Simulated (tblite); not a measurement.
CH8F3P3Si2.
Z-matrix (Å and degrees, GFN2-xTB geometry), rows numbered from 1:
```
F 
C   1  1.3466
F   2  1.3421  1  105.86
F   2  1.3398  1  106.09  3   113.11
P   2  1.8692  1  114.87  3  -123.08
Si  5  2.2700  2   94.66  1    43.95
P   5  2.1696  2   92.78  1   -55.72
P   7  2.1642  5   97.74  2   173.72
Si  8  2.2531  7   96.25  5   163.43
H   6  1.4632  5  103.98  2   173.56
H   6  1.4671  5  111.28  2   -66.47
H   6  1.4622  5  104.91  2    54.86
H   7  1.4000  5   93.73  2   -91.65
H   8  1.3908  7   93.20  5  -100.80
H   9  1.4649  8  112.68  7    43.76
H   9  1.4620  8  104.63  7   164.34
H   9  1.4653  8  106.78  7   -77.28
```

Computed values, GFN2-xTB/tblite, gas phase, harmonic and unscaled. Against measured fundamentals such values can be off by several per cent, at times by over 20. Modes of hydrogen on phosphorus and silicon can be 10 to 20 % off. One conformer, not necessarily the lowest.

Harmonic wavenumbers (cm⁻¹): 27.7, 31.9, 44.4, 54.4, 84.2, 91.8, 97.6, 112.1, 138.9, 146.1, 258.5, 264.0, 415.5, 439.7, 450.7, 463.9, 472.3, 475.0, 483.6, 493.8, 524.7, 537.8, 549.4, 624.7, 678.3, 686.8, 724.5, 733.0, 742.8, 744.4, 758.8, 768.9, 780.8, 870.1, 1024.5, 1047.4, 1076.9, 2227.6, 2232.0, 2238.7, 2243.9, 2264.7, 2273.3, 2277.7, 2283.7.

A = 1341, B = 385.6, C = 332.4 MHz; mass 225.933 u (most abundant isotopes); point group C1, symmetry number 1.

Task: What is the zero-point energy?

Result: ½Σν̃ = 17981 cm⁻¹ = 51.41 kcal/mol.

Task: Give the ideal-gas entropy at 350 K and 1 bar in the rigid-rotor, harmonic-oscillator model (classical rotation).

Result: Translation 42.97, rotation 32.38, vibration 63.31: S = 138.7 cal/(mol K).

Task: And Cp and H(350 K) − H(0)?

Result: Cp = 59.48 cal/(mol K), of which vibrations give 51.53 (their classical limit is 45 R = 89.4); H(350 K) − H(0) = 13.16 kcal/mol without the zero-point energy, 10.38 from vibrations.

Task: Which modes carry the vibrational entropy at 350 K?

Result: 27.7 cm⁻¹: 6.31; 31.9 cm⁻¹: 6.03; 44.4 cm⁻¹: 5.37; 54.4 cm⁻¹: 4.97; 84.2 cm⁻¹: 4.11; 91.8 cm⁻¹: 3.94 cal/(mol K); the other 39 give 32.60 together.

Task: How do the functions run with temperature in this model?

Result: 
```
 T (K)  S (cal/(mol K))  Cp (cal/(mol K))  H − H(0) (kcal/mol)  G − H(0) (kcal/mol)  ln q(vib)
   150             99.2              34.8                 3.49               -11.39       7.68
   250            120.4              49.0                 7.70               -22.40      12.51
298.15            129.5              54.6                10.20               -28.41      14.68
   400            146.9              63.3                16.24               -42.51      19.03
   600            174.7              73.8                30.05               -74.79      26.65
   900            206.5              82.7                53.65              -132.21      36.22
```

q(vib) and H(0) count from the zero-point level.

Hindered rotation and anharmonicity are outside this model. Other conformers, if any are populated, would add a mixing term that is left out. The structure is chiral; the term R ln 2 for an equal mix with its mirror image is left out.
